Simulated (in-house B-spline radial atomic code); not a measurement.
Tc IV (Tc3+): [Kr] (4d3/2)3 (5f7/2)1 (an excited or competing configuration)

Computed with a radial B-spline atomic code at the basis-set limit: Dirac-Hartree-Fock, average of the jj configuration, Fermi nucleus of rms radius 4.41117 fm.

Effective charges: Z_r = [3n² - l(l+1)]/(2<r>) from the radius, Z_e = n√(-2ε) from the energy, and Slater's rules. Values are occupation-weighted means over j. An effective charge above Z reflects the relativistic contraction of the inner shells.

| shell | electrons | ε (eV) | <r> (bohr) | Z_r | Z_e | Slater |
| --- | --- | --- | --- | --- | --- | --- |
| 1s | 2 | -21218 | 0.03427 | 43.77 | 39.49 | 42.70 |
| 2s | 2 | -3141.4 | 0.1489 | 40.28 | 30.39 | 38.85 |
| 2p | 6 | -2810.9 | 0.1303 | 38.38 | 28.75 | 38.85 |
| 3s | 2 | -616.01 | 0.4125 | 32.73 | 20.19 | 31.75 |
| 3p | 6 | -504.31 | 0.4137 | 30.21 | 18.26 | 31.75 |
| 3d | 10 | -322.84 | 0.3978 | 26.40 | 14.61 | 21.85 |
| 4s | 2 | -130.68 | 1.05 | 22.86 | 12.40 | 15.25 |
| 4p | 6 | -96.23 | 1.147 | 20.05 | 10.64 | 15.25 |
| 4d | 3 | -51.55 | 1.438 | 14.60 | 7.79 | 6.30 |
| 5f | 1 | -9.1681 | 7.212 | 4.37 | 4.10 | 4.00 |

The least bound orbital is 5f7/2 at -9.168 eV, and it is also the most diffuse (<r> = 7.212 bohr).

For the 1s electron the small component carries 2.46 % of the norm, the zero-frequency Breit interaction raises the level by 41.75 eV, self-energy by 22.92 eV, and vacuum polarisation lowers it by 2.692 eV.
